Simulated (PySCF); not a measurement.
GeH5O3P. Atoms are numbered in the order given.

```xyz
10

O     -0.3841     0.0929     1.8779
Ge    -0.2548     0.0139     0.0923
O     -1.1374     1.5080    -0.3891
O     -1.0845    -1.4729    -0.4654
P      1.8853    -0.1255    -0.8130
H     -0.7492     0.9677     2.1159
H     -1.2337     1.5629    -1.3582
H     -1.8577    -1.6400     0.1081
H      2.1795    -1.2703     0.0103
H      2.3824     0.7955     0.1775
```

Geometry optimised at PBE-D3(BJ)/def2-SVP. This is a generated structure with no PubChem entry under its InChIKey; it may be hypothetical. One conformer was computed; it need not be the lowest.

Level of theory: PBE-D3(BJ)/def2-SVP in PySCF 2.14.0.

Frequencies are harmonic and unscaled.

| mode | ν (cm⁻¹) | IR (km/mol) | moving atoms (share of kinetic energy) |
|---|---|---|---|
| 1 | 53 | 24.9 | H 84 %, O 12 % |
| 2 | 87 | 53.1 | H 54 %, O 39 % |
| 3 | 131 | 6.9 | O 54 %, P 24 %, Ge 12 %, H 10 % |
| 4 | 153 | 47.7 | H 40 %, O 34 %, Ge 14 %, P 12 % |
| 5 | 182 | 17.8 | H 50 %, O 35 %, Ge 13 % |
| 6 | 207 | 7.5 | O 51 %, H 39 %, Ge 10 % |
| 7 | 237 | 47.7 | O 61 %, P 17 %, H 13 %, Ge 9 % |
| 8 | 254 | 23.8 | H 66 %, O 31 % |
| 9 | 307 | 94.2 | H 67 %, O 29 % |
| 10 | 358 | 38.9 | P 54 %, Ge 31 % |
| 11 | 630 | 13.0 | H 85 %, P 8 % |
| 12 | 661 | 78.4 | O 84 %, Ge 10 % |
| 13 | 675 | 35.8 | H 76 %, O 20 % |
| 14 | 687 | 73.7 | O 66 %, Ge 20 %, H 13 % |
| 15 | 701 | 85.1 | O 67 %, Ge 23 %, H 10 % |
| 16 | 862 | 52.0 | H 92 % |
| 17 | 890 | 117.2 | H 90 %, O 8 % |
| 18 | 901 | 89.3 | H 88 %, O 10 % |
| 19 | 1046 | 10.8 | H 97 % |
| 20 | 2322 | 23.5 | H 97 % |
| 21 | 2340 | 32.5 | H 97 % |
| 22 | 3706 | 66.2 | H 94 % |
| 23 | 3709 | 66.0 | H 94 % |
| 24 | 3729 | 58.6 | H 94 % |
